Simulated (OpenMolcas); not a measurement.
S II: effect of the level shift or regulariser

```yaml
Program: OpenMolcas 26.06
Basis: ANO-R1 [4s3p1d]
Scalar_Hamiltonian: X2C, finite nucleus
Active_space: 5 electrons in 4 orbitals (3s 3p)
State_averaging: 2S+1 = 4 odd, 1 root; 2S+1 = 2 odd, 8 roots; 2S+1 = 4 even, 3 roots; 2S+1 = 2 even, 9 roots
Spin-orbit_coupling: state interaction with AMFI integrals over the reference wave functions, term energies averaged over their components
```

Methods on the same reference wave functions:
A. CASSCF
B. SS-CASPT2, IPEA 0.25 Eh, imaginary shift 0.1 Eh (closed shells correlated: 2s 2p)
C. SS-CASPT2, IPEA 0.25 Eh, real shift 0.2 Eh (closed shells correlated: 2s 2p)

Energies in cm⁻¹ above 3s² 3p³ ⁴S°_3/2, the measured ground level; measured values from NIST Handbook of Basic Atomic Spectroscopic Data.

```
          Level       A       B       C  Measured
3s² 3p³ ⁴S°_3/2     0.0     0.0     0.0       0.0
3s² 3p³ ²D°_3/2   19092   17270   17300     14853
3s² 3p³ ²D°_5/2   19125   17300   17330     14885
3s² 3p³ ²P°_1/2   26114   26360   26370     24525
3s² 3p³ ²P°_3/2   26137   26370   26380     24572
  3s 3p⁴ ⁴P_5/2   86569   82640   82890     79395
  3s 3p⁴ ⁴P_3/2   86946   83010   83270     79757
  3s 3p⁴ ⁴P_1/2   87167   83230   83490     79963
  3s 3p⁴ ²D_3/2  124322  111590  112210     97891
  3s 3p⁴ ²D_5/2  124327  111600  112210     97919
  3s 3p⁴ ²S_1/2  143255  135570  135740    119784
  3s 3p⁴ ²P_3/2  160599  147950  148260          
  3s 3p⁴ ²P_1/2  161037  148390  148700
```

Deviations, from unrounded energies. A percentage is the sum of absolute deviations over the sum of measured energies, with the sign that they share, or ± where signs differ.

```csv
Against measurement,Levels,A,B,C
mean absolute deviation (cm-1),10,11000,6100,6400
other terms of the ground configuration (%),4,+14.8,+10.7,+10.8
other configurations (%),6,+17.6,+9.5,+9.9
```

B, C lie about equally close to measurement and A furthest from it. The largest miss of B in the table is 3s 3p⁴ ²S_1/2, by +16000 cm-1. The ranking rests on the paired levels alone, and a cruder setting can come out closer through cancelling errors.

Between B and C the level of the table that moves most is 3s 3p⁴ ²D_3/2, by 620 cm-1 (lowest in B, highest in C). Moves below CASPT2's spread within the term are not significant.

The mean deviations of B to C differ by less than CASPT2's widest spread within a term (890 cm-1), so their order carries little weight.

From A to B the spin-free energies of the other terms of 3s² 3p³ shown, above ⁴S°, scale by factors of 0.90 to 1.01.

The lowest spin-free term lies below A's lowest term by 0.076 hartree in B, 0.076 hartree in C.

Term energies are means over components that CASPT2 splits; among the terms shown or strongly mixed into the levels shown the widest spread is 890 cm-1 (3s 3p⁴ ²D, B). Over all roots computed the reference weight is 0.89 to 0.97 in B; the roots of lowest weight are the least certain, and an intruder state may touch them. Terms of s pⁿ other than that of highest spin mix with s² pⁿ⁻² d, which this space lacks; all of them can be thousands of cm-1 off, and some have no real level of that name. Without dynamic correlation excited terms often stand tens of per cent too high (terms of higher spin than the ground term too low), and those without a measured partner can miss by more than the paired ones (holds for A). Some terms miss by over 15 % even with CASPT2, which points to a basis or an active space too small for the shells correlated (holds for B; C). Computed and measured levels are paired by configuration, term and J; levels that our copy of the source lacks, or whose pairing is in doubt (as where it misses far off the trend of its configuration), stay unpaired and out of the deviations. Levels of configurations outside the active space are missing.

° marks odd parity.
